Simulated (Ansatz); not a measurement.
## CHCl2SiSn: where a starting geometry ends

The starting geometry of this gas-phase doublet was optimised with GFN2-xTB.

```csv
atom,x (Å),y (Å),z (Å)
C,1.1992,2.3600,0.4456
Cl,1.9036,0.2121,2.8596
Cl,-0.0060,4.8647,-1.6038
Si,1.4535,0.6342,0.8926
Sn,1.3815,2.9254,-1.7100
H,0.3869,2.8359,0.9990
```

Problem. Predict what becomes of its bonds when it is optimised with r2SCAN-D4/def2-SVP.

Solution. It keeps its bonds.

The energy falls by 0.24 eV over 10 steps:

```tsv
step	E − E(last) (eV)
1	0.239
2	0.156
3	0.072
4	0.031
5	0.004
6	0.001
7	0.000
8	0.000
9	0.000
10	0.000
```

Final geometry (Å):

```xyz
6

C     1.0684    2.2755    0.3145
Cl    1.6932    0.1223    2.8804
Cl    0.0000    4.8562   -1.4975
Si    1.7760    0.8294    0.9348
Sn    1.2812    2.8286   -1.7560
H     0.4997    2.9202    1.0066
```

No frequencies were run, so the end isn't proven a minimum. Open shells are spin-unrestricted. Atoms past krypton carry core potentials, without spin–orbit terms. Run with Ansatz 0.2.0, 2 min on 2 threads of Arm Neoverse V2, with other jobs on the host.
